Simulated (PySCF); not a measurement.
SMILES N[SiH2]O[SiH2]O[SiH3], GFN2-xTB optimised geometry. Atoms within 1.6 Å of the plane z = 0.0 Å (x, y, z in Å): Si1 (0.27, -1.95, -0.98), O2 (1.13, -0.61, -0.74), Si3 (1.31, 0.96, -0.37), O4 (-0.10, 1.63, 0.00), Si5 (-1.73, 1.63, 0.00), N6 (-2.26, 0.94, -1.48), H7 (-0.84, -2.01, -0.03), H9 (1.22, -3.04, -0.79), H10 (2.12, 1.01, 0.83), H11 (1.83, 1.60, -1.57), H12 (-2.11, 3.04, 0.00), H13 (-2.12, 0.92, 1.22).

Method: PBE0/def2-TZVP (PySCF). Cells within 0.4 Å of a nucleus heavier than hydrogen are left out (blank, or x).

Map of the deformation density (molecule minus spherical neutral atoms) (e/bohr³) on the plane z = 0.0 Å:

```
|1111111111111111111111111111111|
|1111111111111111111111111111111|
|1111111111111111111111111111111|
|1111111111111111111111111111111|
|1111111111111111111111111111111|
|1111111111111111111111111111111|
|1111111123321111111111111111111|
|1111111239731111111111111111111|
|1111111237731122211111111111111|
|1111111124411234311011111111111|
|1111111001xx26xx520011111111111|
|1111111000xx26xx740022111111111|
|1111111101101345621133211111111|
|1111111111000122200122111111111|
|1111111111101111100011111111111|
|1111111111111111112211111111111|
|1111111111111111123211111111111|
|1111111111111111123221111111111|
|1111111111111111122211111111111|
|1111111111112331111111111111111|
|1111111111113752001111111111111|
|1111111111113752101111111111111|
|1111111111112332112111111111111|
|1111111111111111122111111111111|
|1111111111111111111111111111111|
|1111111111111111111111111111111|
|1111111111111111111111111111111|
|1111111111111111111111111111111|
|1111111111111111111111111111111|
|1111111111111111111111111111111|
|1111111111111111111111111111111|
```
Scale: ten equal steps from -0.021 (start of '0') to 0.085 (end of '9'), in the order '0123456789'; x runs from -5.50 to 5.50, y from -5.50 (bottom) to 5.50 (top).
